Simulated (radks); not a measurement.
Results of a calculation; reference values are marked as such.
The mean radii <r> (bohr) of the occupied orbitals of an atom or ion are listed with their occupations. Code: a radial shooting solver on a logarithmic mesh with Libxc functionals. Model: Dirac Kohn-Sham, LDA (Slater exchange, VWN5 correlation), spin-unpolarised, spherical densities, finite nucleus; Fermi nuclear charge, rms radius of each element as measured or else 0.836 A^(1/3) + 0.57 fm.

| orbital | occ. | <r> |
|---|---|---|
| 1s1/2 | 2 | 0.01661 |
| 2s1/2 | 2 | 0.06926 |
| 2p1/2 | 2 | 0.05692 |
| 2p3/2 | 4 | 0.06556 |
| 3s1/2 | 2 | 0.1783 |
| 3p1/2 | 2 | 0.1684 |
| 3p3/2 | 4 | 0.1835 |
| 3d3/2 | 4 | 0.1592 |
| 3d5/2 | 6 | 0.1638 |
| 4s1/2 | 2 | 0.3615 |
| 4p1/2 | 2 | 0.3575 |
| 4p3/2 | 4 | 0.3801 |
| 4d3/2 | 1 | 0.3677 |
| 5p1/2 | 1 | 0.6241 |

Name the element and its charge. Open shells, if any, fill j = l - 1/2 first.

Answer. Z = 80, mercury, charge +42: Hg42+ in [Kr] 4d1 5p1. The 1s radius gives Z: for a bare nucleus <r> = (2 gamma + 1)/(2Z) with gamma = sqrt(1 - (Z/c)^2), 0.0164 bohr for Z = 80, and screening makes it slightly larger (0.01661 here). The occupations add up to 38, and the charge is Z minus that.
